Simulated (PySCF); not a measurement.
## Shapes and spin states of NbCl₂

Level of theory: PySCF, PBE0, basis Nb def2-SVP with ECP28, Cl def2-SVP (scalar-relativistic core potentials, no spin–orbit coupling, density fitting).

Relaxations began from a few typed shapes and spin states; open shells are unrestricted. The search is not exhaustive: other isomers or separated fragments can lie lower, and high-lying points may rest on an excited occupation.

Q: Order these stationary points by electronic energy, lowest first, in kJ/mol from the lowest minimum.
A. quartet C2v: Nb–Cl 2.299 Å (×2); Cl–Nb–Cl 169.9°
B. broken-symmetry Ms = 1/2 (⟨S²⟩ 1.72) C2v: Nb–Cl 2.291 Å (×2); Cl–Nb–Cl 165.2°

A: A (0.0), B (59.0).

Q: Which of them are minima?

A: By energy in kJ/mol, 0.0: not settled, its softest mode being under 30 cm⁻¹; 59.0: minimum.

Formally Nb is in oxidation state +2, d3, with 3 unpaired electrons (the high-spin count). The Mulliken spin on Nb is 3.18. The polar-tensor charge on Nb, 1.10, is far below the formal one.

For the lowest minimum: open d and f shells are described by one determinant, and the ground state may have another occupation or spin.
